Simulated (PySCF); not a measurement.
**Excited states of C(4+) (carbon, charge +4)**

Ground state 1s2, ¹S. Computed with PySCF 2.14 in aug-cc-pVTZ, with no relativity, point nucleus. Vertical excitation energies in eV without spin-orbit coupling; excited terms of each kind are numbered among those the solver found. Frozen: nothing.

| term | leading excitation | EOM-EE-CCSD |
| --- | --- | --- |
| 1 3S | 1s → s | 298.45 |
| 1 1S | 1s → s | 303.85 |
| 1 3P° | 1s → p | 303.97 |
| 1 1P° | 1s → p | 307.39 |
| 2 3S | 1s → s | 351.46 |
| 2 1S | 1s → s | 352.85 |
| 2 3P° | 1s → p | 353.04 |
| 1 3D | 1s → d | 353.68 |
| 1 1D | 1s → d | 353.70 |
| 2 1P° | 1s → p | 354.15 |
| 2 3D | 1s → d | 370.34 |
| 2 1D | 1s → d | 370.35 |
| 1 3F° | 1s → f | 372.57 |
| 1 1F° | 1s → f | 372.57 |

Only the lower part of the computed list is shown. Doubly excited terms such as np² are absent. The solver can miss terms.
